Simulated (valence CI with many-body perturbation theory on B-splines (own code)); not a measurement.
Values are calculated unless marked as measured or tabulated.
# Sensitivity of CI+MBPT for Ru5+

Method: valence CI with perturbative core correlation (CI+MBPT): three valence electrons over a frozen Dirac-Fock core [Kr], a basis of 6 s, 6 p, 5 d, 5 f, 1 g functions for each j, with the one-electron correlation potential Σ1 (screened to all orders), the two-electron term Σ2, the three-electron term Σ3, Breit, model QED; selected single and double excitations, second order for the rest (own B-spline code, finite nucleus).

No measured levels were compared; by estimate terms of the open shell hold to 2 to 4 % of their energy, and close levels can change places; different configurations can be misplaced against each other by 1,000 to 8,000 cm⁻¹. Only levels of the ground parity were solved; by the run's estimate the other parity begins above the list, which can be wrong where configurations are misplaced.

The reference run has the lowest level 4d3 4F_3/2 and an ionisation energy of 76.5532 eV. Its largest variational space holds 5068 state functions.

Names give the largest LS component (configuration and term), which can be under half, so a name can repeat, a term be missing and a line seem to break the LS rules; names also repeat where a configuration has a term twice. Letters in brackets count levels of one name in rising energy.

Changed runs:
A. scale of Σ1 1 → 0
B. scale of Σ2 1 → 0.8
C. screening of Σ1 on → off
D. correlating orbitals by l 3 3 3 3 1 → 2 2 1 1 0; natural orbitals for correlation on → off (bad on purpose)

Excitation energies of the reference run in cm⁻¹, and shifts in cm⁻¹:

```
                 Level  Reference        A        B        C        D
            4d3 4F_5/2       1468     -106      -11      +24      -21
            4d3 4F_7/2       3240     -220      -23      +48      -22
            4d3 4F_9/2       5156     -325      -33      +71     +5.3
            4d3 4P_3/2      14176     -156      +14      +17     +920
            4d3 4P_1/2      14267     -197      +29      +28     +801
            4d3 2G_7/2      16040     -296     +159      +48    +1173
            4d3 4P_5/2      16550     -350      +14      +62     +762
            4d3 2G_9/2      16933     -303     +229      +49    +1182
        4d3 2D_3/2 [a]      20395     -326     -131      +45    +1723
            4d3 2P_1/2      21272     -409     -128      +61    +1800
            4d3 2H_9/2      22052     -514     +329      +95    +1268
           4d3 2H_11/2      22155     -447     +412      +80    +1307
Ionisation energy (eV)    76.5532  -1.6319  -0.1794  +0.1578  -0.0106
```
